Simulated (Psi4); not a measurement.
C6H14, charge -1, doublet, at the geometry of the source list (a state made from the parent by changing its charge; the spin is typed, not shown lowest) (a gas-phase anion, which may not be bound at this level); CISD/STO-3G run with Psi4.

The Psi4 input:
```
memory 2 GB

molecule mol {
-1 2
  C     2.833400    0.850300   -0.342400
  C     1.828800    0.001100    0.425600
  C     0.444400    0.031600   -0.217600
  C    -0.560100   -0.817000    0.558100
  C    -1.933300   -0.902400   -0.108400
  C    -2.666400    0.432100   -0.158600
  H     2.936200    0.490800   -1.364100
  H     2.509500    1.888300   -0.377900
  H     3.810900    0.813300    0.133200
  H     2.184400   -1.031300    0.468100
  H     1.755600    0.366400    1.452900
  H     0.098600    1.065800   -0.261400
  H     0.515500   -0.340400   -1.242900
  H    -0.674200   -0.409200    1.565700
  H    -0.158800   -1.829300    0.657100
  H    -1.817300   -1.290700   -1.123400
  H    -2.543100   -1.617700    0.449600
  H    -2.746700    0.860900    0.838000
  H    -3.670900    0.296200   -0.553900
  H    -2.146600    1.141200   -0.797500
}

set basis sto-3g
set reference uhf

energy('cisd')
print_variables()
```

What the program printed (banner, timings and long lists left out):

```
Traceback (most recent call last):
  File "psi4", line 375, in <module>
  File "<string>", line 41, in <module>
  File "site-packages/psi4/driver/driver.py", line 461, in energy
  File "site-packages/psi4/driver/task_planner.py", line 255, in task_planner
  File "site-packages/psi4/driver/driver_util.py", line 222, in negotiate_derivative_type
  File "site-packages/psi4/driver/driver_util.py", line 355, in highest_analytic_derivative_available

psi4.driver.p4util.exceptions.MissingMethodError: Method=cisd is not available for any derivative level under conditions CI_TYPE=CONV, REFERENCE=UHF, FREEZE_CORE=FALSE, QC_MODULE=(auto). See https://psicode.org/psi4manual/master/introduction.html#ss-cisd. Or did you mean? ccd ccsd cisdt cisdtq qcisd lccsd ci2 ci3 ci4 ci5 ci6 ci7 ci8 ci9 ci10 ci11 ci12 ci13 ci14 ci15 ci16 ci17 ci18 ci19 ci20 ci21 ci22 ci23 ci24 ci25 ci26 ci27 ci28 ci29 ci30 ci31 ci32 ci33 ci34 ci35 ci36 ci37 ci38 ci39 ci40 ci41 ci42 ci43 ci44 ci45 ci46 ci47 ci48 ci49 ci50 ci51 ci52 ci53 ci54 ci55 ci56 ci57 ci58 ci59 ci60 ci61 ci62 ci63 ci64 ci65 ci66 ci67 ci68 ci69 ci70 ci71 ci72 ci73 ci74 ci75 ci76 ci77 ci78 ci79 ci80 ci81 ci82 ci83 ci84 ci85 ci86 ci87 ci88 ci89 ci90 ci91 ci92 ci93 ci94 ci95 ci96 ci97 ci98

Printing out the relevant lines from the Psithon --> Python processed input file:
      H    -2.146600    1.141200   -0.797500
    ""","mol")
    core.IO.set_default_namespace("mol")
    core.set_global_option("BASIS", "sto-3g")
    core.set_global_option("REFERENCE", "uhf")
--> energy('cisd')
    print_variables()

!----------------------------------------------------------------------------------!
!                                                                                  !
!  Method=cisd is not available for any derivative level under conditions          !
!     CI_TYPE=CONV, REFERENCE=UHF, FREEZE_CORE=FALSE, QC_MODULE=(auto). See        !
!     https://psicode.org/psi4manual/master/introduction.html#ss-cisd. Or did you  !
!     mean? ccd ccsd cisdt cisdtq qcisd lccsd ci2 ci3 ci4 ci5 ci6 ci7 ci8 ci9 ci10 !
!     ci11 ci12 ci13 ci14 ci15 ci16 ci17 ci18 ci19 ci20 ci21 ci22 ci23 ci24 ci25   !
!     ci26 ci27 ci28 ci29 ci30 ci31 ci32 ci33 ci34 ci35 ci36 ci37 ci38 ci39 ci40   !
!     ci41 ci42 ci43 ci44 ci45 ci46 ci47 ci48 ci49 ci50 ci51 ci52 ci53 ci54 ci55   !
!     ci56 ci57 ci58 ci59 ci60 ci61 ci62 ci63 ci64 ci65 ci66 ci67 ci68 ci69 ci70   !
!     ci71 ci72 ci73 ci74 ci75 ci76 ci77 ci78 ci79 ci80 ci81 ci82 ci83 ci84 ci85   !
!     ci86 ci87 ci88 ci89 ci90 ci91 ci92 ci93 ci94 ci95 ci96 ci97 ci98             !
!                                                                                  !
!----------------------------------------------------------------------------------!
```

The program refused the input.
